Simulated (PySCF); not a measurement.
Simulated absorption spectrum

Compound: C6H4F4.
Numbering: `[CH:1]#[C:2]/[C:3]([F:4])=[CH:5]/[CH2:6][C:7]([F:8])([F:9])[F:10]` (hydrogens: H11 on C1; H12 on C5; H13, H14 on C6)

The calculation used TDDFT PBE0/def2-SVPD, vertical, gas phase, core orbitals frozen in the response in PySCF 2.14.0, density-fitted response routines. Isolated species at its GFN2-xTB geometry (one conformer only). Torsions of this conformer, `[CH:1]#[C:2]/[C:3]([F:4])=[CH:5]/[CH2:6][C:7]([F:8])([F:9])[F:10]`: C3–C5–C6–C7 -120°, C5–C6–C7–F8 -178°.

Computed states:

| state | E (eV) | f |
| --- | --- | --- |
| S1 | 5.67 | 0.082 |
| S2 | 5.68 | 0.304 |
| S3 | 5.82 | 0.0000 |
| S4 | 7.01 | 0.0021 |
| S5 | 7.16 | 0.266 |
| S6 | 7.68 | 0.0072 |

Each state is given a Gaussian of 0.25 eV full width at half maximum, with ε(max) = 2.175×10⁸ f / Δν̃ (Δν̃ the width in cm⁻¹). The width is an assumption, not a result. The curve ends short of the highest state used, and states not computed would add to its high-energy end.

(1) What does the envelope look like, and where are its maxima?

(2) On this curve, what absorbance would a 10⁻⁵ mol/L sample give at 222 nm over a 1 cm path?

Results:

(1) 
(λ (nm), ε (L mol⁻¹ cm⁻¹)): (175.0, 21863), (177.1, 9002), (179.1, 2314), (181.1, 390), (183.2, 43), (185.2, 4), (187.3, 0), (189.3, 0), (191.3, 0), (193.4, 0), (195.4, 0), (197.5, 0), (199.5, 0), (201.5, 2), (203.6, 24), (205.6, 179), (207.7, 1010), (209.7, 3768), (211.7, 10379), (213.8, 22075), (215.8, 34289), (217.9, 41310), (219.9, 38469), (221.9, 28481), (224.0, 16447), (226.0, 7901), (228.0, 3127), (230.1, 970), (232.1, 266), (234.2, 57)

Maxima: 218 nm (5.68 eV), ε about 42000, made up of S1 (21%) and S2 (79%) (ε in L mol⁻¹ cm⁻¹; maxima over ε = 5, shares over 10%). At its high-energy end, 7.08 eV, the curve is still rising (ε about 21000, from S5).

(2) 222 nm is 5.585 eV, where ε is about 28000 L mol⁻¹ cm⁻¹, so A = ε c l ≈ 0.28 (Beer–Lambert, with the gas-phase spectrum and the assumed width).
